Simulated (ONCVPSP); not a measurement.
## nitrogen: excitation energies, all-electron against ONCV

nitrogen, optimised norm-conserving Vanderbilt (ONCV), made with ONCVPSP 4.0.1 (PBE, non-relativistic). Core [He], reference 2s2 2p1.5 (charge +1.5). Waves: 2s: rc 1.10 bohr, ncon 3, nbas 7, qcut 5.4 1/bohr, 2 projectors, debl 0.6 Ha; 2p: rc 1.25 bohr, ncon 4, nbas 7, qcut 9.9 1/bohr, 2 projectors, debl 2.5 Ha. Local part: polynomial inside 1.00 bohr (lpopt 5, dvloc0 0 Ha). Core correction: none.

In the s channel the program set the typed energies aside and used -1.487, 0.250 Ha.

Energies are relative to the spin-unpolarised reference configuration 2s2 2p1.5; without spin polarisation the order of configurations can differ from experiment.

```
valence configuration  charge  ΔE all-electron (eV)  error AE − PS (meV)
              2s2 2p2      +1               -12.326                 +9.2
              2s1 2p3      +1                -0.578                  +93
```

(1) What are ΔE and the potential's error for 2s2 2p3?

(2) What are ΔE and the potential's error for 2s2 2p1?

Results:

(1) ΔE = -25.922 eV all-electron; the error (AE − PS) is +42 meV.

(2) ΔE = 16.533 eV all-electron; the error (AE − PS) is +17 meV.
